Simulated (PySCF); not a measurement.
C3H10OSi2, SMILES C=C([SiH3])C[SiH2]O.

Geometry: PBE0-D3(BJ)/def2-SVP. The structure was generated by enumeration, and PubChem lists no compound with its InChIKey, so it may never have been made. Other conformers were not sampled.

Two levels are set side by side: PBE/def2-TZVP (PySCF) and HF/def2-TZVP (PySCF). Same geometry, gas phase. Differences are taken from unrounded values.

| quantity | HF |
|---|---|
| orbital gap (eV) | 12.76 |
| highest occupied level (eV) | -9.65 |
| lowest empty level (eV) | 3.11 |
| dipole moment (D) | 2.10 |
| mean polarisability (bohr³) | 85.6 |

Task: What does PBE give, and how far is it from HF? (An estimate is asked for; the answer gives what the named calculation found.)

Result: 
```
quantity                       PBE  PBE minus HF
---------------------------  -----  ------------
orbital gap (eV)              4.72         -8.04
highest occupied level (eV)  -6.18          3.47
lowest empty level (eV)      -1.46         -4.57
dipole moment (D)             2.00         -0.10
mean polarisability (bohr³)   95.7          10.1
```

PBE's occupied levels lie high since its potential decays too fast outside the molecule; exact exchange lowers them and widens the gap. Loosely held outer electrons make PBE densities more polarisable. Differences between two approximate levels are no errors against the true value.

Rough cost on one machine, each run with all the roots and properties that it gave: HF against PBE about 1/2.
